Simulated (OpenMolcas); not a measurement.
Multiplet structure of Re4+

```json
{
 "Program": "OpenMolcas",
 "Method": "SS-CASPT2, IPEA 0.25 Eh, imaginary shift 0.1 Eh (closed shells correlated: 5s 5p)",
 "Basis": "ANO-RCC-VTZP [8s7p5d3f2g1h]",
 "Scalar Hamiltonian": "DKH2, point nucleus",
 "Active space": "3 electrons in 5 orbitals (5d)",
 "State averaging": "2S+1 = 4 even, 10 roots; 2S+1 = 2 even, 40 roots kept (CI in the orbitals of an earlier block)",
 "Spin-orbit coupling": "state interaction with AMFI integrals over the reference wave functions, term energies averaged over their components"
}
```

With spin-orbit coupling, above the lowest level:

```json
{"Configuration": "5d3", "Term": "4F", "J": "3/2", "E (cm-1)": "0.0", "Measured (cm-1)": "0.0", "Term weight %": "86", "Second": "12 2D(1)"}
{"Configuration": "5d3", "Term": "4F", "J": "5/2", "E (cm-1)": "4880", "Measured (cm-1)": "4853", "Term weight %": "95", "Second": "4 2D(1)"}
{"Configuration": "5d3", "Term": "4F", "J": "7/2", "E (cm-1)": "9070", "Measured (cm-1)": "8973", "Term weight %": "89", "Second": "10 2G"}
{"Configuration": "5d3", "Term": "4F", "J": "9/2", "E (cm-1)": "12070", "Measured (cm-1)": "11914", "Term weight %": "65", "Second": "27 2G"}
{"Configuration": "5d3", "Term": "4P", "J": "3/2", "E (cm-1)": "13450", "Measured (cm-1)": "", "Term weight %": "50", "Second": "33 2P"}
{"Configuration": "5d3", "Term": "4P", "J": "1/2", "E (cm-1)": "15420", "Measured (cm-1)": "14325", "Term weight %": "74", "Second": "26 2P"}
{"Configuration": "5d3", "Term": "2G", "J": "7/2", "E (cm-1)": "19580", "Measured (cm-1)": "19013", "Term weight %": "86", "Second": "11 4F"}
{"Configuration": "5d3", "Term": "2H", "J": "9/2", "E (cm-1)": "20380", "Measured (cm-1)": "19967", "Term weight %": "57", "Second": "26 4F"}
{"Configuration": "5d3", "Term": "4P", "J": "5/2", "E (cm-1)": "21550", "Measured (cm-1)": "20922", "Term weight %": "91", "Second": "6 2D(1)"}
{"Configuration": "5d3", "Term": "2D(1)", "J": "3/2", "E (cm-1)": "24140", "Measured (cm-1)": "", "Term weight %": "48", "Second": "39 4P"}
{"Configuration": "5d3", "Term": "2P", "J": "1/2", "E (cm-1)": "25830", "Measured (cm-1)": "23669", "Term weight %": "74", "Second": "26 4P"}
{"Configuration": "5d3", "Term": "2H", "J": "11/2", "E (cm-1)": "27610", "Measured (cm-1)": "27077", "Term weight %": "100", "Second": ""}
{"Configuration": "5d3", "Term": "2D(1)", "J": "5/2", "E (cm-1)": "29770", "Measured (cm-1)": "28739", "Term weight %": "88", "Second": "6 4P"}
{"Configuration": "5d3", "Term": "2G", "J": "9/2", "E (cm-1)": "31040", "Measured (cm-1)": "30366", "Term weight %": "56", "Second": "36 2H"}
{"Configuration": "5d3", "Term": "2P", "J": "3/2", "E (cm-1)": "34890", "Measured (cm-1)": "32766", "Term weight %": "59", "Second": "27 2D(1)"}
{"Configuration": "5d3", "Term": "2F", "J": "5/2", "E (cm-1)": "35870", "Measured (cm-1)": "34162", "Term weight %": "88", "Second": "10 2D(2)"}
{"Configuration": "5d3", "Term": "2F", "J": "7/2", "E (cm-1)": "36190", "Measured (cm-1)": "34625", "Term weight %": "96", "Second": "4 2G"}
{"Configuration": "5d3", "Term": "2D(2)", "J": "3/2", "E (cm-1)": "54640", "Measured (cm-1)": "", "Term weight %": "98", "Second": ""}
{"Configuration": "5d3", "Term": "2D(2)", "J": "5/2", "E (cm-1)": "54880", "Measured (cm-1)": "52467", "Term weight %": "86", "Second": "10 2F"}
```

Against the 15 measured excited levels shown (the list in Brasseur, Gamrath and Quinet, At. Data Nucl. Data Tables 157, 101636 (2024)) the mean absolute deviation is 1000 cm-1; the largest miss in energy is 5d3 2D 5/2(2): computed 54880, measured 52467 cm-1 (+4.6 %), and the largest in proportion 5d3 2P 1/2 [74 %] (+9.1 %).

Spin-orbit coupling puts the lowest level 10320 cm-1 below the lowest spin-free term.

A least-squares Racah fit to the terms below 60000 cm-1, each weighted by 2L + 1 and with a free common offset, gives B = 735 cm-1 and C = 2963 cm-1 (C/B = 4.03), with an rms deviation of 270 cm-1.

CASPT2 breaks the degeneracy within a term, and the mean is taken; among the terms shown or strongly mixed into the levels shown the widest spread is 810 cm-1 (5d3 2H). Terms from blocks run as CI alone lack orbitals of their own. The CASPT2 spread within a term exceeds the gap to the next term for 5d3 2P and 5d3 2H, so the order of their levels is uncertain. Measured partners are found by configuration, term and J. A level has none where our copy of the source lacks it or the pairing is in doubt (some pairs that miss far off the trend of their configuration count as doubtful), and it then counts in no deviation. Levels of configurations outside the active space are missing.

The term weight is that of the spin-free term in the level, not the purity of its configuration. A share in square brackets marks a mixed level and gives the weight of the term that names it. A number in round brackets counts repeated terms of one configuration in the order of the reference energies.
